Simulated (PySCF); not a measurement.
Cl₃HSi, SMILES [SiH](Cl)(Cl)Cl (connectivity only; charge and spin as stated), charge -1, multiplicity 2. The structure is a stationary point at r2SCAN-D4/def2-SVPD. The spin state was assumed, not searched. The isomer is the one that the SMILES or the coordinates give; other isomers of the formula were not compared.

These are r2SCAN-D4/def2-SVPD (PySCF) values and carry that method's errors.

Harmonic wavenumbers (cm⁻¹): 97, 151, 191, 251, 339, 449, 703, 852, 2164. Rotational constants (GHz): 3.147, 1.374, 0.9701; symmetry number 1.

Question: Work out the zero-point energy and the ideal-gas rigid-rotor harmonic-oscillator thermochemistry at 298.15 K and 1 atm.

Answer: ZPE = ½ Σ hcν = ½ × 5197 cm⁻¹ = 31.09 kJ/mol. H − E(el) = 49.55 kJ/mol. Entropy in J/(mol K): translation 169.96, rotation 120.20, vibration 52.71, spin 5.76, total 348.63. G − E(el) = -54.39 kJ/mol. Cp = 82.73 J/(mol K). Modes under 150 cm⁻¹ make the vibrational entropy uncertain.
